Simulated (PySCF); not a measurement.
BClH, SMILES [BH]Cl (connectivity only; charge and spin as stated), charge +1, multiplicity 1. Atoms are numbered in the order given.

```xyz
3

B      0.0000     0.0000     1.1277
Cl     0.0000     0.0000    -0.4670
H      0.0000     0.0000     2.3003
```
Charge +1, spin multiplicity 1.

The structure is a stationary point at TPSSh-D3(BJ)/def2-TZVPD. The multiplicity is an assumed one; other spin states were not compared. The isomer is the one that the SMILES or the coordinates give; other isomers of the formula were not compared.

The numbers are results of M06-2X/def2-TZVPD in PySCF, not measurements.

Mulliken values depend strongly on the basis, most of all with diffuse functions as here. ESP charges are fitted to the potential on shells at 1.4 to 2.0 van der Waals radii. Atomic charges (e):

```tsv
atom	Mulliken	ESP fit	IAO
B1	0.57	0.32	0.45
Cl2	0.18	0.45	0.40
H3	0.25	0.23	0.15
```
